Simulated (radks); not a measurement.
Spin polarisation of the 3s1 shell in Al2+. Start: [Ne] 3s(up 0.5, down 0.5); electrons of 3s are moved from spin down to spin up, other shells keep equal spins. Calculated with a radial shooting solver on a logarithmic mesh with Libxc functionals: scalar-relativistic Kohn-Sham, LDA (Slater exchange, Perdew-Wang correlation), spin-polarised, spherical densities, finite nucleus; Fermi nuclear charge, rms radius of each element as measured or else 0.836 A^(1/3) + 0.57 fm.

| moment (Bohr magnetons) | E - E(0) (eV) | e(3s up) (eV) | e(3s down) (eV) | 2p down minus up (eV) |
|---|---|---|---|---|
| 0 | 0.000 | -23.929 | -23.929 | 0.000 |
| 0.25 | -0.026 | -24.126 | -23.704 | 0.057 |
| 0.5 | -0.106 | -24.302 | -23.440 | 0.114 |
| 0.75 | -0.243 | -24.454 | -23.131 | 0.172 |
| 1 | -0.441 | -24.585 | -22.631 | 0.230 |

At moment 1 the spin-polarisation energy is -0.441 eV and the 3s exchange splitting 1.954 eV, that is 1.954 eV per Bohr magneton; E = -I m^2/4 would give I = 1.762 eV.
